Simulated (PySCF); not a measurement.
Start geometry of SbSbSbSb tetrahedron (Sb4) from GFN2-xTB (Å):
```
atom  x, y, z in Å
Sb1   -1.381    0.513   -0.679
Sb2   -0.393   -1.088    1.262
Sb3    0.851    1.297    0.586
Sb4    1.006   -0.812   -1.199
```

Problem. What comes out of this run: PySCF, PBE0-D3(BJ)/def2-SVP geometry optimisation, gas phase, def2 core potentials past Kr?

Solution. 
```
atom  x, y, z in Å
Sb1   -1.4410    0.5446   -0.7469
Sb2   -0.3680   -1.1291    1.2677
Sb3    0.9005    1.3222    0.6425
Sb4    0.9919   -0.8282   -1.1937
```

The energy falls by 0.199 eV over 4 energy and gradient evaluations, the largest force component goes from 0.0367 to 3.0e-04 Eh/bohr, and the atoms move by 0.066 Å rms after alignment. The bond that changes most is Sb1–Sb3 (both ends antimony bonded to 3 Sb), which lengthens by 0.150 Å. Bonds longer at the end by more than 0.005 Å: 5 of 6; shorter: 1. Among the angles that change most is Sb1–Sb4–Sb2, from 57.5° to 60.0°. The orientation of the end geometry is arbitrary; only internal coordinates are fixed.

The run used 104 basis functions and 33 SCF cycles in all.

Not checked by PBE0-D3(BJ)/def2-SVP frequencies. The numbers are those of one conformer.
